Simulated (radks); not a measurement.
Task: These are the eigenvalues of the occupied orbitals of an atom or ion with whole-number occupations (hartree). Calculated with a radial shooting solver on a logarithmic mesh with Libxc functionals: scalar-relativistic Kohn-Sham, exchange-only LDA, spin-unpolarised, spherical densities, finite nucleus; Fermi nuclear charge, rms radius of each element as measured or else 0.836 A^(1/3) + 0.57 fm.

1s: -65.62650
2s: -5.38067
2p: -3.79593
3s: -0.65713
3p: -0.39041

Which element is it, and in what charge state? The configuration may be excited.

Result: Z = 14, silicon, charge +1: Si+ in [Ne] 3s2 3p1. The list shows which subshells hold electrons but not how many an open one holds; the 1s level, -65.627 hartree, gives Z - s = 11.5 by -(Z - s)^2/2, which with screening and relativity narrows Z to a few neighbours, and the depths of the outer levels then fix element, charge and occupations together.
